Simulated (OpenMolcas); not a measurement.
**Levels of In II by method**

```json
{
  "Program": "OpenMolcas",
  "Basis": "ANO-R1 [6s5p3d1f]",
  "Scalar Hamiltonian": "X2C, finite nucleus",
  "Active space": "2 electrons in 4 orbitals (5s 5p)",
  "State averaging": "2S+1 = 3 even, 3 roots; 2S+1 = 1 even, 7 roots; 2S+1 = 3 odd, 3 roots; 2S+1 = 1 odd, 3 roots",
  "Spin-orbit coupling": "RASSI with atomic mean-field integrals over the reference wave functions, term energies averaged over their components"
}
```

Methods on the same reference wave functions:
A. CASSCF
B. SS-CASPT2, IPEA 0.25 Eh, imaginary shift 0.1 Eh (closed shells correlated: 4d)
C. MS-CASPT2, IPEA 0.25 Eh, imaginary shift 0.1 Eh (closed shells correlated: 4d)

Energies in eV above 5s2 1S0, the measured ground level; measured values from NIST Handbook of Basic Atomic Spectroscopic Data.

```
      Level        A       B       C  Measured
    5s2 1S0   0.0000  0.0000  0.0000    0.0000
5s 5p 3P* 0   4.7109   5.269   5.315    5.2416
5s 5p 3P* 1   4.8370   5.394   5.440    5.3748
5s 5p 3P* 2   5.1062   5.665   5.711    5.6821
5s 5p 1P* 1   8.2052   8.121   8.167    7.8157
    5p2 3P0  12.1962  12.733  12.779   12.5977
    5p2 3P1  12.3601  12.903  12.949   12.8012
    5p2 3P2  12.5739  13.110  13.156   13.0883
    5p2 1D2  13.4091  13.833  13.880   12.1043
    5p2 1S0  15.3205  15.422  15.515   15.0379
```

Deviations, from unrounded energies. A percentage is the sum of absolute deviations over the sum of measured energies, with the sign that they share, or ± where signs differ.

```csv
Against measurement,Levels,A,B,C
mean absolute deviation (cm-1),9,4500,2500,2800
other configurations (%),9,±5.5,±3.1,+3.5
```

B lies closest to measurement on these levels and A furthest from it. The largest miss of B in the table is 5p2 1D2, by +14000 cm-1. The ranking rests on the paired levels alone, and a cruder setting can come out closer through cancelling errors.

Between B and C the level of the table that moves most is 5p2 1S0, by 750 cm-1 (lowest in B, highest in C).

The lowest spin-free term lies below A's lowest term by 0.351 hartree in B, 0.352 hartree in C.

The ¹D term of p² mixes with s d, which this space lacks. Without dynamic correlation excited terms often stand tens of per cent too high (terms of higher spin than the ground term too low), and those without a measured partner can miss by more than the paired ones (holds for A). Some levels mix across a computed gap that differs much from the measured one, so their mixing is not that of the real levels (holds for B; C). Computed and measured levels are paired by configuration, term and J; levels that our copy of the source lacks, or whose pairing is in doubt (as where it misses far off the trend of its configuration), stay unpaired and out of the deviations. Levels of configurations outside the active space are missing.

* marks odd parity.
